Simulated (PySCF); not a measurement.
Indirect couplings

Bonds (- single, = double, # triple, : aromatic): C1-C2 1.482 Å, C2=Se3 1.753 Å. C1 carries H4, H5, H6; C2 carries H7.

Method: B3LYP/pcJ-1 (pcSseg-1 on Se)//PBE0-D3(BJ)/def2-SVP, PySCF 2.14; isolated molecule, single conformer, non-relativistic. Couplings are averaged over pairs made equivalent by symmetry, fast rotation or ring inversion, so a value needn't be that of the named pair in this geometry, while other rotamers aren't included; one pair stands for each set, and the list holds those of at least 1.5 Hz over up to four bonds.

Isotopes: 13C, 1H.

| pair | bonds | J (Hz) |
| --- | --- | --- |
| C1, C2 | 1 | 42.1 |
| C1, H4 | 1 | 136.3 |
| C2, H7 | 1 | 174.2 |
| C1, H7 | 2 | ? |
| C2, H4 | 2 | ? |
| H4, H5 | 2 | -17.9 |
| H4, H7 | 3 | 9.7 |

Q: Estimate the withheld couplings, with signs.

A: 
- 2J(C1,H7) = 8.5 Hz (angle at C2 115°)
- 2J(C2,H4) = -9.3 Hz (mean over equivalent pairs that range from -11.0 to -6.0 Hz in this conformer)

Relativistic effects of the heavier atoms present are left out.
